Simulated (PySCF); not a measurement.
## Two-component Hartree-Fock for Te¹⁷⁺ (tellurium, charge +17)

Start: [Ar] 3d10 4s2 4p5; 4p1/2 filled at m_j = -1/2, +1/2; 4p3/2 filled at m_j = -1/2, +1/2, +3/2. Calculated with PySCF 2.14 in an even-tempered Gaussian basis (18 s from 0.94 bohr⁻², ratio 2.8; 14 p from 1.2 bohr⁻², ratio 2.8; 9 d from 2.2 bohr⁻², ratio 2.8; 4 f from 8 bohr⁻², ratio 3): generalised Hartree-Fock with the X2C-1e Hamiltonian and a Gaussian nucleus; spin-orbit coupling (SO) screened by Boettger's factors.

| spinor shell | electrons | ε, screened SO (eV) | weight of nominal j (screened SO) | rms radius, screened SO (bohr) |
| --- | --- | --- | --- | --- |
| 1s1/2 | 2 | -32410.8 | 1.000 | 0.0318 |
| 2s1/2 | 2 | -5438.4 | 1.000 | 0.130 |
| 2p1/2 | 2 | -5112.4 | 1.000 | 0.112 |
| 2p3/2 | 4 | -4834.5 | 1.000 | 0.117 |
| 3s1/2 | 2 | -1455.6 | 1.000 | 0.341 |
| 3p1/2 | 2 | -1321.1 | 1.000 | 0.333 |
| 3p3/2 | 4 | -1266.3 | 1.000 | 0.344 |
| 3d3/2 | 4 | -1031.7 | 0.999 | 0.316 |
| 3d5/2 | 6 | -1020.2 | 0.999 | 0.319 |
| 4s1/2 | 2 | -558.28 | 1.000 | 0.745 |
| 4p1/2 | 2 | -504.40 | 0.989 | 0.766 |
| 4p3/2 | 3 | -491.44 | 0.992 | 0.786 |

```csv
quantity,screened SO
E (hartree),-6680.35640
M_J,3/2
⟨J²⟩,3.752
⟨L²⟩,2.018
⟨S²⟩,0.766
```

Each row is a mean over spinors that exchange with the open shell spreads, by up to 7.784 eV (4s1/2).

Breit and QED terms are absent; they matter most for the inner s and p1/2 levels.

Densities and radii are taken from the X2C orbitals without a picture-change correction, which distorts them close to the nucleus.
